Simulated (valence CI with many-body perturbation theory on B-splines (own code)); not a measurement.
Valence orbitals of Pb XIX

Level of theory: configuration interaction combined with many-body perturbation theory (CI+MBPT): four valence electrons over a frozen Dirac-Fock core [Kr] 4d10 4f14, a basis of 11 s, 11 p, 9 d, 7 f, 5 g, 2 h, 1 i functions for each j, with the one-electron correlation potential Σ1 (screened to all orders), the two-electron term Σ2, the three-electron term Σ3, Breit, model QED; selected single and double excitations, second order for the rest (own B-spline code, finite nucleus).

No measured levels were compared; by estimate levels hold to about 250 cm⁻¹ or 0.2 % of their energy and the worst to 1 %, as in measured heavy ions of charge 2 to 7. The list stops below the first excitations out of the core. Only levels of the ground parity were solved; by the run's estimate the other parity begins above the list, which can be wrong where configurations are misplaced.

These are the spectroscopic orbitals of the CI (the correlating ones are not listed), shaped by the core and the other valence electrons. h is the expectation value of the core's Dirac-Fock operator, without the valence repulsion; Σ1 is computed up to l = 3 at one energy for each symmetry, that of its lowest orbital but kept below the first core excitation, so for empty shells it is not the orbital's own correlation shift; Breit and QED include the response of the core.

```
Orbital  h (hartree)  Σ1 (cm⁻¹)  Breit (cm⁻¹)  QED (cm⁻¹)  ⟨r⟩ (bohr)
  5s1/2      -21.865     -23519          3697        3205      0.7973
  6s1/2       -12.68      -7013          1499        1289       1.387
  7s1/2       -8.326      -3156           750         652       2.136
  8s1/2      -5.8956      -1738           437         380       3.037
  5p1/2      -20.092     -21752          5566         206      0.8292
  6p1/2      -11.844      -6545          2251        80.8       1.453
  7p1/2      -7.8697      -3057          1165        42.2       2.226
  8p1/2      -5.6189      -1715           691        25.0       3.154
  5p3/2      -18.914     -17674          2909         415      0.8851
  6p3/2      -11.322      -5631          1220         172       1.524
  7p3/2      -7.5874      -2693           719        91.5       2.312
  8p3/2      -5.4484      -1530           431        54.8       3.256
  5d3/2      -16.118     -13330          1781        -123      0.9639
  6d3/2      -9.9722      -4700           799       -55.3       1.660
  7d3/2      -6.8313      -2393           445       -30.8       2.500
  5d5/2      -15.901     -12614          1083       -20.6      0.9799
  6d5/2      -9.8697      -4517           486        -9.8       1.679
  7d5/2      -6.7736      -2311           277        -5.6       2.523
  5f5/2      -12.574      -7693           253       -75.6       1.137
  6f5/2      -8.2438      -3501           142       -39.9       1.907
  5f7/2      -12.525      -7536          -5.4       -46.2       1.143
  6f7/2      -8.2189      -3441          -0.2       -24.6       1.913
  5g7/2      -9.8289                     15.5        -0.2       1.335
  5g9/2      -9.8295                    -19.3         2.8       1.335
```

Among the shells of the start configuration 5s2 5p2, Σ1 is largest in size for 5s1/2, where it is 0.49 % of h.

Lowest root of each symmetry, sizes in configuration state functions:

```json
{"J": "0", "Parity": "even", "Roots": "2", "Reference": "34", "Variational": "5126", "Second order": "60867", "Change by selected CI (cm⁻¹)": "-5446", "Change by second order (cm⁻¹)": "-6"}
{"J": "1", "Parity": "even", "Roots": "1", "Reference": "66", "Variational": "7811", "Second order": "145849", "Change by selected CI (cm⁻¹)": "-4559", "Change by second order (cm⁻¹)": "-15"}
{"J": "2", "Parity": "even", "Roots": "2", "Reference": "94", "Variational": "12535", "Second order": "234361", "Change by selected CI (cm⁻¹)": "-5136", "Change by second order (cm⁻¹)": "-20"}
```
